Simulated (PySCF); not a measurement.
**Working with the constants of BrF**

RHF-CCSD(T) constants of BrF, ¹Σ⁺ (singlet), closed shell (PySCF, spin-free X2C with a Gaussian nucleus, basis sets Br x2c-SVPall, F x2c-SVPall; masses 78.9183 and 18.9984 u):

```
ωe              : 624.3 cm⁻¹
ωexe            : 4.04 cm⁻¹
Be              : 0.33886 cm⁻¹
αe              : 0.00265 cm⁻¹
D (centrifugal) : 3.99e-07 cm⁻¹
De to Br + F    : 2.07 eV
```

Question: Estimate the standard entropy (1 bar) and heat capacity of the ideal gas at 500 K, rigid rotor with B0 and harmonic oscillator at the fundamental.

Answer: Translation (Sackur–Tetrode, M = 97.92 u): 176.8 J/(mol K). Rotation: q = kT/(σB0) = 1030 with σ = 1, 66.0. Vibration: x = hcν0/kT = 1.77, 4.56. S° = 247.3 J/(mol K); Cp = 7R/2 + 6.44 = 35.5 J/(mol K).

Correlated steps freeze 10 core orbitals. Correlated levels converge slowly with the basis: in double zeta they bind strong bonds too weakly, by up to about 1 eV, and carry superposition errors of some tenths. Where the molecule has an RHF reference, its open-shell atoms are computed with UHF.
